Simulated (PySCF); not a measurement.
Spectrum to structure. Theory: TDDFT PBE0/def2-SVPD, vertical, gas phase, core orbitals frozen in the response (PySCF). Geometries: GFN2-xTB, one conformer each.

| state | E (eV) | f | main configurations (H = HOMO, L = LUMO) |
| --- | --- | --- | --- |
| S1 | 4.27 | 0.0001 | H→L (99%) |
| S2 | 5.96 | 0.0000 | H-2→L (97%) |
| S3 | 6.04 | 0.0063 | H→L+1 (49%), H-1→L (48%) |
| S4 | 6.07 | 0.068 | H-1→L (49%), H→L+1 (48%) |
| S5 | 6.70 | 0.0001 | H-1→L+1 (27%), H-1→L+2 (27%), H-2→L+4 (21%) |
| S6 | 6.84 | 0.030 | H→L+2 (92%) |
| S7 | 6.95 | 0.011 | H-1→L+4 (33%), H-2→L+1 (30%), H-2→L+2 (18%) |
| S8 | 6.98 | 0.0008 | H-2→L+4 (66%), H-1→L+1 (15%) |

Triplets computed (Tamm–Dancoff): 3.67, 5.06, 5.39 eV.

Orbital energies (eV): HOMO-3 -8.94, HOMO-2 -7.84, HOMO-1 -7.81, HOMO -7.03, LUMO -0.69, LUMO+1 0.30, LUMO+2 0.98.

Question: Which structure fits? All have the formula C4H7NSi.
A. `N#C[SiH2]C1CC1`
B. `[SiH3]/N=C/CC#C`
C. `C(C#N)C(=C)[SiH3]`

Answer: B. Its S1, at 4.27 eV, is the lowest among the candidates; the nearest of the others has S1 at 6.70 eV. S1 is HOMO→LUMO (99%). Löwdin shares by element: HOMO nitrogen 57%, carbon 13% or more, silicon 10%, hydrogen 6% or more; LUMO carbon 45% or more, nitrogen 32%, silicon 7% (atoms not listed hold the other 16%). At the same level the other candidates give, for their lowest levels:
- `N#C[SiH2]C1CC1`: 7.10 eV (f 0.000); 7.16 eV (f 0.039); 7.29 eV (f 0.001); 7.46 eV (f 0.001); 7.55 eV (f 0.011); T1 5.94 eV; HOMO -8.75, LUMO -0.46 eV
- `C=C([SiH3])CC#N`: 6.70 eV (f 0.007); 7.00 eV (f 0.261); 7.28 eV (f 0.004); 7.30 eV (f 0.060); 7.70 eV (f 0.013); T1 4.27 eV; HOMO -8.32, LUMO -0.85 eV

Shape of the structure used: `[CH:1]#[C:2][CH2:3]/[CH:4]=[N:5]/[SiH3:6]`: C2–C3–C4–N5 -2°.
